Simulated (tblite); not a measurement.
A geometry optimisation, step by step.

Species: C8H5F.
Atom-mapped SMILES: `[CH:1]#[C:2][c:3]1[cH:4][cH:5][cH:6][c:7]([F:8])[cH:9]1` (hydrogens: H10 on C1; H11 on C4; H12 on C5; H13 on C6; H14 on C9)

Computed with GFN2-xTB (tblite), gas phase: L-BFGS steps from a force-field or distance-geometry start until the largest atomic force falls under 0.01 eV/Å. 14 of its 29 geometries are shown.

Step 0: E = -661.8274 eV, largest atomic force 3.952 eV/Å
```
atom  x, y, z in Å  |  force x, y, z in eV/Å
C1      3.328    0.223   -0.429   -3.912  -0.287   0.480
C2      2.102    0.132   -0.275    3.549   0.094  -0.372
C3      0.692    0.008   -0.077    1.663   0.273  -0.346
C4      0.133   -1.214    0.195   -0.952  -1.339   0.467
C5     -1.253   -1.280    0.380    0.388  -0.097  -0.157
C6     -2.037   -0.147    0.257   -0.148   0.195   0.071
C7     -1.427    1.069   -0.030   -0.045   0.532  -0.039
F8     -2.159    2.226   -0.144    0.225  -0.807   0.087
C9     -0.056    1.163   -0.200   -0.658   0.417  -0.017
H10     4.361    0.316   -0.575    0.021   0.008  -0.002
H11     0.740   -2.129    0.293   -0.309   0.682  -0.106
H12    -1.766   -2.212    0.599    0.322   0.077  -0.026
H13    -3.104   -0.250    0.411    0.136   0.322  -0.102
H14     0.447    2.095   -0.428   -0.278  -0.070   0.061
```

Step 2: E = -661.9495 eV, largest atomic force 1.267 eV/Å
```
atom  x, y, z in Å  |  force x, y, z in eV/Å
C1      3.312    0.223   -0.427   -0.874  -0.060   0.093
C2      2.114    0.129   -0.274    1.262  -0.052  -0.105
C3      0.721    0.012   -0.083   -0.520  -0.301   0.043
C4      0.119   -1.233    0.202    0.281   0.650  -0.078
C5     -1.248   -1.282    0.377   -0.252   0.084  -0.062
C6     -2.038   -0.143    0.258    0.170   0.147   0.013
C7     -1.429    1.077   -0.030   -0.034  -0.264   0.091
F8     -2.156    2.211   -0.142   -0.110  -0.218   0.032
C9     -0.064    1.167   -0.201    0.407  -0.400   0.007
H10     4.354    0.315   -0.574   -0.269  -0.022   0.042
H11     0.734   -2.117    0.292   -0.055   0.072  -0.016
H12    -1.759   -2.211    0.599    0.217   0.000  -0.010
H13    -3.102   -0.243    0.409    0.021   0.279  -0.074
H14     0.442    2.094   -0.427   -0.242   0.086   0.024
```

Step 4: E = -661.9756 eV, largest atomic force 0.304 eV/Å
```
atom  x, y, z in Å  |  force x, y, z in eV/Å
C1      3.308    0.223   -0.428    0.106   0.009  -0.028
C2      2.123    0.125   -0.274   -0.242  -0.167   0.076
C3      0.718    0.006   -0.084    0.212   0.017  -0.060
C4      0.121   -1.222    0.202   -0.057  -0.028   0.038
C5     -1.251   -1.279    0.375    0.011   0.034  -0.040
C6     -2.036   -0.140    0.259    0.006   0.003   0.031
C7     -1.426    1.072   -0.029    0.123  -0.068   0.026
F8     -2.158    2.204   -0.141   -0.039  -0.201   0.028
C9     -0.057    1.159   -0.200    0.037   0.019  -0.023
H10     4.345    0.314   -0.573   -0.053  -0.001   0.013
H11     0.732   -2.113    0.291   -0.085   0.139  -0.018
H12    -1.752   -2.211    0.598    0.181  -0.008  -0.013
H13    -3.101   -0.234    0.407    0.000   0.255  -0.061
H14     0.434    2.096   -0.426   -0.198  -0.004   0.030
```

Step 6: E = -661.9901 eV, largest atomic force 0.227 eV/Å
```
atom  x, y, z in Å  |  force x, y, z in eV/Å
C1      3.305    0.222   -0.429    0.224   0.007  -0.035
C2      2.123    0.111   -0.270   -0.200  -0.101   0.035
C3      0.727    0.004   -0.088   -0.141   0.024   0.038
C4      0.118   -1.216    0.204    0.073   0.004  -0.046
C5     -1.251   -1.275    0.371   -0.066  -0.062   0.056
C6     -2.035   -0.139    0.262    0.048  -0.019  -0.014
C7     -1.416    1.065   -0.026   -0.089  -0.076   0.024
F8     -2.163    2.184   -0.138   -0.001  -0.025   0.008
C9     -0.051    1.154   -0.201    0.037   0.104  -0.025
H10     4.337    0.314   -0.571    0.131   0.010  -0.010
H11     0.725   -2.102    0.289    0.016  -0.054   0.014
H12    -1.736   -2.213    0.597    0.074  -0.059  -0.006
H13    -3.100   -0.210    0.401   -0.071   0.160  -0.023
H14     0.416    2.099   -0.424   -0.035   0.085  -0.015
```

Step 9: E = -661.9968 eV, largest atomic force 0.161 eV/Å
```
atom  x, y, z in Å  |  force x, y, z in eV/Å
C1      3.308    0.221   -0.430   -0.087  -0.029   0.015
C2      2.124    0.097   -0.267    0.151   0.044  -0.034
C3      0.724    0.007   -0.087    0.065   0.010  -0.003
C4      0.117   -1.214    0.202   -0.018  -0.016   0.002
C5     -1.252   -1.279    0.373    0.004  -0.033   0.016
C6     -2.035   -0.143    0.264   -0.034  -0.010  -0.002
C7     -1.414    1.059   -0.024   -0.004   0.034  -0.018
F8     -2.167    2.173   -0.136   -0.037   0.041   0.002
C9     -0.051    1.159   -0.203   -0.024   0.011   0.014
H10     4.344    0.314   -0.571   -0.011  -0.017   0.007
H11     0.724   -2.102    0.290    0.014  -0.012   0.000
H12    -1.722   -2.222    0.597   -0.023  -0.083   0.016
H13    -3.104   -0.181    0.395   -0.004   0.020  -0.001
H14     0.404    2.110   -0.425    0.008   0.041  -0.013
```

Step 11: E = -661.9976 eV, largest atomic force 0.036 eV/Å
```
atom  x, y, z in Å  |  force x, y, z in eV/Å
C1      3.309    0.220   -0.430    0.021  -0.015   0.000
C2      2.126    0.097   -0.268   -0.016   0.031  -0.007
C3      0.725    0.008   -0.087    0.013  -0.004  -0.005
C4      0.117   -1.214    0.201   -0.002   0.015   0.008
C5     -1.253   -1.281    0.375   -0.002  -0.011  -0.004
C6     -2.036   -0.144    0.263    0.000   0.009  -0.002
C7     -1.415    1.060   -0.024    0.011   0.007  -0.007
F8     -2.168    2.174   -0.136   -0.017   0.000   0.003
C9     -0.051    1.161   -0.203    0.008  -0.006   0.006
H10     4.345    0.313   -0.570   -0.002  -0.018   0.005
H11     0.724   -2.103    0.290   -0.003   0.019  -0.006
H12    -1.721   -2.228    0.598   -0.001  -0.015   0.004
H13    -3.106   -0.177    0.395    0.004  -0.003   0.001
H14     0.404    2.114   -0.426   -0.014  -0.009   0.002
```

Step 13: E = -661.9977 eV, largest atomic force 0.025 eV/Å
```
atom  x, y, z in Å  |  force x, y, z in eV/Å
C1      3.310    0.219   -0.430    0.018  -0.012   0.000
C2      2.127    0.099   -0.268   -0.021   0.013  -0.002
C3      0.726    0.008   -0.087   -0.018   0.004   0.002
C4      0.117   -1.214    0.202    0.001   0.010   0.001
C5     -1.254   -1.282    0.375    0.000   0.000  -0.001
C6     -2.036   -0.144    0.263    0.003   0.001  -0.002
C7     -1.415    1.060   -0.025   -0.006  -0.010   0.004
F8     -2.170    2.174   -0.136    0.002  -0.013   0.002
C9     -0.051    1.161   -0.202   -0.007   0.006  -0.001
H10     4.345    0.312   -0.570    0.015  -0.015   0.002
H11     0.724   -2.102    0.289    0.002   0.008  -0.003
H12    -1.721   -2.229    0.598    0.010   0.013  -0.002
H13    -3.106   -0.177    0.395    0.006  -0.002  -0.001
H14     0.403    2.114   -0.426   -0.005  -0.002   0.001
```

Step 15: E = -661.9978 eV, largest atomic force 0.022 eV/Å
```
atom  x, y, z in Å  |  force x, y, z in eV/Å
C1      3.311    0.216   -0.430   -0.016  -0.011   0.004
C2      2.127    0.102   -0.269    0.015  -0.003  -0.002
C3      0.725    0.009   -0.088   -0.004   0.012   0.002
C4      0.117   -1.213    0.202    0.006   0.002  -0.008
C5     -1.254   -1.282    0.374    0.012   0.006   0.002
C6     -2.035   -0.144    0.263   -0.007  -0.007   0.001
C7     -1.415    1.060   -0.025   -0.012  -0.009   0.008
F8     -2.171    2.173   -0.135    0.003  -0.007   0.001
C9     -0.051    1.161   -0.202   -0.017   0.012  -0.006
H10     4.346    0.310   -0.570    0.002  -0.016   0.003
H11     0.724   -2.100    0.289    0.009  -0.003   0.001
H12    -1.720   -2.230    0.598    0.008   0.018  -0.004
H13    -3.105   -0.176    0.395   -0.001  -0.005   0.000
H14     0.402    2.114   -0.426    0.004   0.011  -0.002
```

Step 17: E = -661.9979 eV, largest atomic force 0.027 eV/Å
```
atom  x, y, z in Å  |  force x, y, z in eV/Å
C1      3.312    0.213   -0.430   -0.022  -0.004   0.003
C2      2.126    0.105   -0.270    0.019  -0.016   0.004
C3      0.725    0.011   -0.088    0.020   0.009  -0.004
C4      0.117   -1.211    0.202    0.013   0.002  -0.011
C5     -1.253   -1.282    0.374    0.019   0.006   0.001
C6     -2.036   -0.145    0.263   -0.008  -0.001   0.004
C7     -1.416    1.059   -0.024   -0.002   0.007   0.002
F8     -2.172    2.172   -0.135   -0.013   0.010   0.000
C9     -0.052    1.162   -0.202   -0.003   0.007  -0.005
H10     4.348    0.305   -0.569   -0.020  -0.018   0.005
H11     0.725   -2.099    0.288    0.012  -0.003   0.002
H12    -1.719   -2.230    0.598    0.002   0.003  -0.001
H13    -3.105   -0.176    0.394   -0.015  -0.014   0.002
H14     0.400    2.115   -0.426   -0.003   0.014  -0.001
```

Step 19: E = -661.9982 eV, largest atomic force 0.034 eV/Å
```
atom  x, y, z in Å  |  force x, y, z in eV/Å
C1      3.312    0.206   -0.429    0.003   0.008  -0.001
C2      2.126    0.110   -0.272   -0.010  -0.027   0.013
C3      0.725    0.015   -0.088    0.015  -0.007  -0.010
C4      0.119   -1.208    0.201    0.007   0.004  -0.004
C5     -1.250   -1.281    0.374    0.006   0.001  -0.002
C6     -2.036   -0.146    0.263    0.006   0.018   0.005
C7     -1.419    1.058   -0.023    0.010   0.025  -0.011
F8     -2.176    2.170   -0.133   -0.026   0.022   0.000
C9     -0.055    1.165   -0.203    0.019   0.000   0.001
H10     4.349    0.295   -0.566   -0.018  -0.018   0.003
H11     0.728   -2.096    0.287    0.012   0.008   0.000
H12    -1.715   -2.229    0.598    0.004  -0.017   0.002
H13    -3.106   -0.178    0.394   -0.010  -0.024   0.004
H14     0.397    2.118   -0.426   -0.020   0.008   0.001
```

Step 22: E = -661.9988 eV, largest atomic force 0.043 eV/Å
```
atom  x, y, z in Å  |  force x, y, z in eV/Å
C1      3.314    0.192   -0.426    0.008   0.016  -0.002
C2      2.126    0.115   -0.274   -0.011  -0.018   0.009
C3      0.725    0.024   -0.091   -0.035  -0.009  -0.001
C4      0.125   -1.202    0.198   -0.025  -0.005   0.010
C5     -1.245   -1.279    0.374   -0.026  -0.006  -0.003
C6     -2.037   -0.147    0.264    0.019   0.011  -0.003
C7     -1.423    1.060   -0.023   -0.006   0.007  -0.008
F8     -2.187    2.168   -0.131    0.009   0.006  -0.001
C9     -0.060    1.171   -0.203   -0.006   0.006   0.005
H10     4.351    0.270   -0.561    0.024  -0.012  -0.003
H11     0.737   -2.087    0.285    0.006   0.019  -0.005
H12    -1.707   -2.228    0.598    0.014  -0.009   0.000
H13    -3.107   -0.186    0.395    0.041  -0.014   0.002
H14     0.388    2.127   -0.427   -0.013   0.007   0.000
```

Step 24: E = -661.9991 eV, largest atomic force 0.025 eV/Å
```
atom  x, y, z in Å  |  force x, y, z in eV/Å
C1      3.314    0.186   -0.425   -0.011   0.010   0.001
C2      2.126    0.116   -0.273    0.006  -0.003  -0.001
C3      0.724    0.028   -0.093   -0.013   0.009   0.008
C4      0.126   -1.198    0.198   -0.010   0.002   0.003
C5     -1.243   -1.278    0.373   -0.006  -0.009   0.000
C6     -2.036   -0.147    0.265    0.004  -0.012  -0.008
C7     -1.425    1.062   -0.023   -0.007  -0.011   0.003
F8     -2.193    2.168   -0.130    0.023  -0.001  -0.003
C9     -0.062    1.175   -0.204   -0.015   0.006  -0.003
H10     4.352    0.256   -0.558    0.006  -0.008  -0.001
H11     0.742   -2.081    0.283   -0.003   0.011  -0.004
H12    -1.701   -2.229    0.598   -0.002  -0.001   0.001
H13    -3.106   -0.191    0.395    0.024   0.003   0.004
H14     0.382    2.132   -0.427    0.003   0.005  -0.001
```

Step 26: E = -661.9991 eV, largest atomic force 0.013 eV/Å
```
atom  x, y, z in Å  |  force x, y, z in eV/Å
C1      3.314    0.186   -0.425   -0.007   0.007   0.001
C2      2.125    0.116   -0.273   -0.001   0.002   0.000
C3      0.723    0.029   -0.093    0.007   0.007   0.004
C4      0.125   -1.198    0.198    0.005   0.005  -0.001
C5     -1.243   -1.278    0.373    0.005  -0.006  -0.001
C6     -2.035   -0.147    0.264   -0.002  -0.007  -0.004
C7     -1.426    1.062   -0.023    0.005  -0.005   0.000
F8     -2.192    2.168   -0.130    0.009   0.001  -0.002
C9     -0.063    1.175   -0.204    0.002   0.000  -0.003
H10     4.353    0.254   -0.558   -0.011  -0.007   0.001
H11     0.742   -2.080    0.283   -0.001   0.004  -0.002
H12    -1.700   -2.230    0.598   -0.007  -0.005   0.001
H13    -3.105   -0.191    0.395   -0.005   0.002   0.006
H14     0.381    2.133   -0.427    0.001   0.002   0.000
```

Step 28: E = -661.9992 eV, largest atomic force 0.010 eV/Å
```
atom  x, y, z in Å  |  force x, y, z in eV/Å
C1      3.314    0.186   -0.425    0.001   0.004   0.000
C2      2.125    0.116   -0.273   -0.006   0.004   0.002
C3      0.723    0.030   -0.093    0.003  -0.001   0.000
C4      0.126   -1.197    0.198    0.004  -0.001   0.000
C5     -1.243   -1.279    0.373    0.000  -0.001  -0.001
C6     -2.035   -0.148    0.264   -0.002   0.002   0.001
C7     -1.426    1.061   -0.023    0.006   0.001  -0.004
F8     -2.192    2.168   -0.130    0.000   0.000   0.000
C9     -0.063    1.176   -0.204    0.007  -0.002   0.000
H10     4.353    0.251   -0.558   -0.006  -0.004   0.000
H11     0.743   -2.079    0.283    0.004  -0.001   0.000
H12    -1.700   -2.230    0.598   -0.001  -0.003  -0.001
H13    -3.104   -0.192    0.396   -0.009   0.000   0.004
H14     0.380    2.134   -0.427   -0.002   0.001   0.000
```

Q: Summarise the path.

A: The energy falls by 3.96 kcal/mol from step 0 to step 28; nine tenths of that is first reached at step 5. It rises by more than 0.2 meV at step 1. The largest force goes from 3.952 to 0.010 eV/Å. Among the bonds C1≡C2 changes most, from 1.239 to 1.200 Å; the atoms move by 0.047 Å rms after alignment.

Q: Follow the three bonds and two angles with the largest change from start to end.

A: 
```csv
step,E above end (kcal/mol),largest force (eV/Å),C1≡C2 (Å),C3–C4 (Å),C7–F8 (Å),C5–C6–H13 (°),C2–C3–C9 (°)
0,3.96,3.952,1.239,1.371,1.373,117.9,116.7
1,9.52,10.885,1.132,1.410,1.355,118.2,118.0
2,1.14,1.267,1.211,1.412,1.351,118.1,118.2
4,0.54,0.304,1.200,1.395,1.352,118.4,118.0
5,0.31,0.444,1.196,1.396,1.350,119.1,118.4
6,0.21,0.227,1.197,1.394,1.350,119.8,118.7
7,0.13,0.118,1.199,1.393,1.349,120.4,118.9
9,0.05,0.161,1.201,1.393,1.349,121.5,119.1
10,0.04,0.066,1.201,1.394,1.349,121.6,119.2
11,0.04,0.036,1.200,1.395,1.350,121.7,119.2
12,0.04,0.037,1.200,1.395,1.350,121.7,119.2
13,0.03,0.025,1.200,1.395,1.350,121.7,119.1
15,0.03,0.022,1.200,1.395,1.350,121.7,119.1
16,0.03,0.026,1.201,1.395,1.350,121.7,119.1
17,0.03,0.027,1.201,1.395,1.350,121.8,119.1
18,0.03,0.031,1.201,1.395,1.350,121.9,119.1
19,0.02,0.034,1.200,1.395,1.349,121.9,119.2
21,0.01,0.036,1.200,1.395,1.350,122.0,119.5
22,0.01,0.043,1.200,1.395,1.350,121.9,119.6
23,0.01,0.040,1.200,1.395,1.350,121.8,119.7
24,0.00,0.025,1.200,1.395,1.351,121.7,119.8
26,0.00,0.013,1.200,1.395,1.350,121.6,119.8
27,0.00,0.012,1.200,1.395,1.350,121.6,119.9
28,0.00,0.010,1.200,1.395,1.350,121.6,119.9
```

What follows is the cost of the whole relaxation. Time: 0.15 s. Hardware: one thread of an Arm Neoverse V1, shared host.
